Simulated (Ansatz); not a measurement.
Basis-set extrapolation for `[C]#C[SiH2]N` radical (PBE0-D4/def2-TZVP geometry, frozen core, Ansatz 0.2.0). Multiplicity 2, UHF reference.

|  | def2-TZVPP | def2-QZVPP |
| --- | --- | --- |
| HF | -421.403400 | -421.418402 |
| MP2 correlation | -0.568014 | -0.609351 |
| CCSD(T) correlation | -0.651919 | -0.689405 |

Energies in hartree. Use E(X) = E(∞) + A·exp(−7.88·√X) for Hartree–Fock and E(X) = E(∞) + B·X^(−2.97) for correlation, with X = 3 and 4.

Task: What is the CCSD(T) energy at the basis-set limit?

Result: HF limit: -421.418402 + (-0.015002) × 0.13774 = -421.42047. Correlation limit: -0.689405 + (-0.037486) × 0.74074 = -0.71717. Total: -422.13764 hartree, 216.1 kJ/mol below CCSD(T)/def2-TZVPP.

The UHF reference is spin-contaminated (⟨S²⟩ = 1.16, T1 = 0.046).
